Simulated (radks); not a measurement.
Problem. Br2+, 33 electrons, occupied as [Ar] 3d10 4s2 4p3. All-electron calculation, scalar-relativistic Kohn-Sham, BLYP, spin-polarised, spherical densities, point nucleus; open shells are filled with parallel spins first. Program: a radial shooting solver on a logarithmic mesh with Libxc functionals. Some entries of the table are withheld. Estimate them.

| orbital | occ. | eigenvalue (eV) | <1/r> (bohr^-1) |
|---|---|---|---|
| 1s up | 1 | -13345.58 | 35.66 |
| 1s down | 1 | -13345.35 | 35.66 |
| 2s up | 1 | -1757.422 | 7.897 |
| 2s down | 1 | -1757.294 | 7.897 |
| 2p up | 3 | -1553.221 | 7.730 |
| 2p down | 3 | -1553.004 | 7.730 |
| 3s up | 1 | -261.6825 | 2.594 |
| 3s down | 1 | -261.3838 | 2.594 |
| 3p up | 3 | -197.2261 | 2.441 |
| 3p down | 3 | -196.8920 | 2.442 |
| 3d up | 5 | -90.5661 | 2.153 |
| 3d down | 5 | -90.1457 | 2.158 |
| 4s up | 1 | -42.7606 | 0.8356 |
| 4s down | 1 | -40.0500 | 0.8388 |
| 4p up | 3 | -29.0964 | (1) |
| 4p down | 0 | -26.4616 | (2) |
| 5s up | 0 | -12.2199 | 0.3354 |
| 4d up | 0 | -12.0050 | 0.4529 |

Solution. 
(1) 4p up <1/r> (bohr^-1): 0.7111
(2) 4p down <1/r> (bohr^-1): 0.7016
